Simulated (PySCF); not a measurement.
# Radial density of Zn²⁺ (zinc, charge +2)

MN15, [Ar] 3d9 4p1, one real determinant (an excited configuration). Calculation: PySCF 2.14, in aug-cc-pVTZ-DK; the spin-free X2C one-electron Hamiltonian (Gaussian nucleus).

```
r (bohr)  4πr²ρ (e/bohr)  4πr²(ρα − ρβ)
0.000893          0.2892         0.0000
 0.00150          0.7194         0.0000
 0.00253           1.751        -0.0001
 0.00425           4.111        -0.0001
 0.00715           9.088        -0.0003
  0.0120           18.07        -0.0004
  0.0202           29.89        -0.0002
  0.0340           36.67         0.0022
  0.0572           31.41         0.0121
  0.0963           31.74         0.0390
   0.162           42.02         0.1303
   0.272           25.07         0.5201
   0.458           22.24         1.1891
   0.771           19.05         0.9864
    1.30           4.566         0.4998
    2.18          0.8324         0.5237
    3.67          0.1608         0.1571
    6.17        0.002684         0.0027
```

Densities and radii are taken from the X2C orbitals without a picture-change correction, which distorts them close to the nucleus.

⟨L²⟩ = 8.01 against 12 for a pure F term, so this real determinant mixes terms.
